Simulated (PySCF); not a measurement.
Task: Write Cartesian coordinates for `Fc1ccc(s1)[SiH3]` as optimised with PBE0-D3(BJ)/def2-SVP.

Result: 
```xyz
12
C4H5FSSi angstrom
F     -2.9557    1.4957   -0.7216
C     -1.8056    0.9339   -0.4108
C     -1.6177   -0.2901    0.1639
C     -0.2322   -0.5521    0.3478
C      0.6014    0.4584   -0.0813
Si     2.4650    0.4822   -0.0075
S     -0.3305    1.7709   -0.7303
H     -2.4363   -0.9565    0.4346
H      0.1479   -1.4745    0.7913
H      3.0620    0.6254   -1.3699
H      2.8894   -0.8167    0.5929
H      2.9639    1.6118    0.8340
```

Any rigid rotation of these coordinates is as good. Atoms count from 1 in this order. The 7 heavy atoms lie in one plane (0.000 Å rms). Si6 (SiH3 silicon) is tetrahedral (angles from 106.8° to 111.4°). The 5-membered ring C2–C3–C4–C5–S7 has internal angles of 91.3° to 114.4°; it is planar, 0.00 Å rms from its mean plane, widest ring torsion 0°. The 3 C–C bonds span 1.365 Å (C2–C3, aromatic) to 1.422 Å (C3–C4, aromatic), a spread of 0.057 Å.

Bonds between heavy atoms (Å): F1–C2 1.317, C2–C3 1.365, C3–C4 1.422, C4–C5 1.378, C5–Si6 1.865, C5–S7 1.736, C2–S7 1.726.

Computed, not measured: PBE0-D3(BJ)/def2-SVP geometry optimisation, gas phase in PySCF 2.14.0.

Point group: Cs (every atom within 0.08 Å of its image). Whether it is a minimum is left open (no frequencies).

Hardware: one thread of an Intel Xeon Platinum 8259CL at 2.50 GHz, no GPU, shared host with 96 logical CPUs at a one-minute load of 45. Cost: 61 s of wall time, 0.56 GiB resident at most. These figures are those of the optimisation.
